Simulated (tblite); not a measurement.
Species: C₄H₆BrN.
Numbering: `[H]/[N:6]=[CH:5]\[CH:4]=[C:2](/[CH3:1])[Br:3]` (hydrogens: H7, H8, H9 on C1; H10 on C4; H11 on C5; H12 on N6)

Computed with GFN2-xTB (tblite), gas phase: L-BFGS steps from a force-field or distance-geometry start until the largest atomic force falls under 0.01 eV/Å.

At the end of the run (lengths in Å): C2–Br3 1.922, C4–C5 1.455, C5=N6 1.260, C5–H11 1.085, C1–C2 1.485, C2=C4 1.334, C4–H10 1.084, C4–C5–N6 126.4°, C2–C4–C5 125.6°, C1–C2–C4 128.9°, Br3–C2–C4 118.1°, C1–C2–C4–C5 0°, C2–C4–C5–N6 180°.

Question: These geometries were met on the way; a selection of coordinates is given. Order them by energy above the end point, lowest first.
A. C2–Br3 1.915, C4–C5 1.454, C5=N6 1.262, C5–H11 1.090, C1–C2 1.489, C2=C4 1.333, C4–H10 1.096, C4–C5–N6 124.9°, C2–C4–C5 125.0°, C1–C2–C4 128.8°, Br3–C2–C4 118.9°, C1–C2–C4–C5 0°, C2–C4–C5–N6 180°
B. C2–Br3 1.897, C4–C5 1.472, C5=N6 1.249, C5–H11 1.104, C1–C2 1.496, C2=C4 1.332, C4–H10 1.095, C4–C5–N6 125.2°, C2–C4–C5 125.4°, C1–C2–C4 128.2°, Br3–C2–C4 119.1°, C1–C2–C4–C5 0°, C2–C4–C5–N6 180°
C. C2–Br3 1.927, C4–C5 1.451, C5=N6 1.261, C5–H11 1.082, C1–C2 1.486, C2=C4 1.332, C4–H10 1.083, C4–C5–N6 125.1°, C2–C4–C5 124.6°, C1–C2–C4 129.2°, Br3–C2–C4 118.3°, C1–C2–C4–C5 0°, C2–C4–C5–N6 180°
D. C2–Br3 1.919, C4–C5 1.453, C5=N6 1.260, C5–H11 1.084, C1–C2 1.484, C2=C4 1.333, C4–H10 1.084, C4–C5–N6 125.9°, C2–C4–C5 125.4°, C1–C2–C4 128.6°, Br3–C2–C4 118.2°, C1–C2–C4–C5 0°, C2–C4–C5–N6 180°
E. C2–Br3 1.870, C4–C5 1.484, C5=N6 1.285, C5–H11 1.100, C1–C2 1.499, C2=C4 1.347, C4–H10 1.077, C4–C5–N6 123.8°, C2–C4–C5 124.2°, C1–C2–C4 127.7°, Br3–C2–C4 118.8°, C1–C2–C4–C5 0°, C2–C4–C5–N6 179°

Answer: D (0.002 eV), C (0.007 eV), A (0.015 eV), B (0.039 eV), E (0.092 eV).

| step | E above end (eV) | rms distance from the end, all atoms (Å) | largest force (eV/Å) | rms shift of all bonds from the end (Å) |
| --- | --- | --- | --- | --- |
| 7 | 0.002 | 0.011 | 0.081 | 0.001 |
| 4 | 0.007 | 0.017 | 0.224 | 0.002 |
| 2 | 0.015 | 0.022 | 0.390 | 0.005 |
| 1 | 0.039 | 0.025 | 1.287 | 0.013 |
| 0 | 0.092 | 0.031 | 1.728 | 0.021 |

Rows stand in the order of the answer.
